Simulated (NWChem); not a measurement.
System: SiHF cation, doublet; SMILES of the neutral closed-shell parent F[SiH]

```xyz
3

Si     0.0930     0.5592     0.0000
H     -1.2630     1.2541     0.0000
F     -0.0043    -1.0092     0.0000
```
Atoms are numbered in this order, from 1.

In the optimisation the excess spin sits in a' (Cs, its own frame). Coordinates come from a PBE0/def2-SVP, spin-unrestricted optimisation. The spin multiplicity was typed, not searched, and may not be the lowest. No stability test was run on the SCF state. B3LYP is NWChem's, with the RPA form of VWN correlation.

Symmetry labels are those of Cs in the frame above (b1 and b2, or b-type labels, depend on it).

### Question
List the 6 lowest vertical excitations from B3LYP/aug-cc-pVDZ, spin-unrestricted, TDA (NWChem).

### Answer
```tsv
state	energy (eV)	oscillator strength	symmetry of the excitation	<S²>
state 1	3.28	0.016	a"	0.76
state 2	5.66	0.032	a'	0.77
state 3	6.30	0.002	a"	0.78
state 4	6.47	0.005	a'	0.79
state 5	6.67	0.023	a'	0.77
state 6	6.98	0.001	a"	2.71
```
